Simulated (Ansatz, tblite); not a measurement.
Cost and result up the ladder for 1CB, `Cc1ccc(-c2ccc(C#N)cc2)cc1` (26 atoms). The state is a singlet with charge 0. Geometry: PBE-D4/def2-SVP.

| atom | x (Å) | y (Å) | z (Å) |
| --- | --- | --- | --- |
| C1 | 2.747 | 1.348 | -3.575 |
| C2 | 1.851 | 0.930 | -2.438 |
| C3 | 1.737 | 1.710 | -1.270 |
| C4 | 0.925 | 1.309 | -0.203 |
| C5 | 0.194 | 0.101 | -0.257 |
| C6 | -0.666 | -0.327 | 0.870 |
| C7 | -1.347 | 0.621 | 1.670 |
| C8 | -2.160 | 0.225 | 2.734 |
| C9 | -2.318 | -1.149 | 3.033 |
| C10 | -3.149 | -1.563 | 4.124 |
| N11 | -3.831 | -1.904 | 5.018 |
| C12 | -1.643 | -2.108 | 2.242 |
| C13 | -0.835 | -1.698 | 1.181 |
| C14 | 0.309 | -0.683 | -1.429 |
| C15 | 1.116 | -0.273 | -2.495 |
| H16 | 2.297 | 1.109 | -4.559 |
| H17 | 2.966 | 2.433 | -3.549 |
| H18 | 3.722 | 0.815 | -3.530 |
| H19 | 2.303 | 2.653 | -1.193 |
| H20 | 0.881 | 1.931 | 0.704 |
| H21 | -1.260 | 1.692 | 1.432 |
| H22 | -2.688 | 0.975 | 3.341 |
| H23 | -1.756 | -3.177 | 2.475 |
| H24 | -0.296 | -2.456 | 0.593 |
| H25 | -0.275 | -1.611 | -1.520 |
| H26 | 1.175 | -0.901 | -3.399 |

Ansatz on 4 threads of AMD EPYC 9R45 on a shared host; xTB runs through tblite on one thread. Times are rough, summed over both states, and most runs start from the orbitals of an earlier one. PBE0-D4/def2-SVP serves as the yardstick here, not as an exact answer. The other state is a triplet.

The xTB rows come from tblite.

xTB has no spin-polarisation term.

| level | functions | vertical triplet (eV) | difference from PBE0-D4/def2-SVP (eV) |
| --- | --- | --- | --- |
| PBE-D4/def2-SVP | 265 | 3.04 | -0.20 |
| GFN1-xTB | 82 | 3.09 | -0.15 |
| GFN2-xTB | 71 | 3.11 | -0.14 |
| PBE0-D4/def2-SVP | 265 | 3.25 | 0.00 |

Estimate how long each takes.

GFN2-xTB 0.035 s; GFN1-xTB 0.045 s; PBE-D4/def2-SVP 6.1 s; PBE0-D4/def2-SVP 14 s. On shared hardware such times vary by a factor of up to 3.
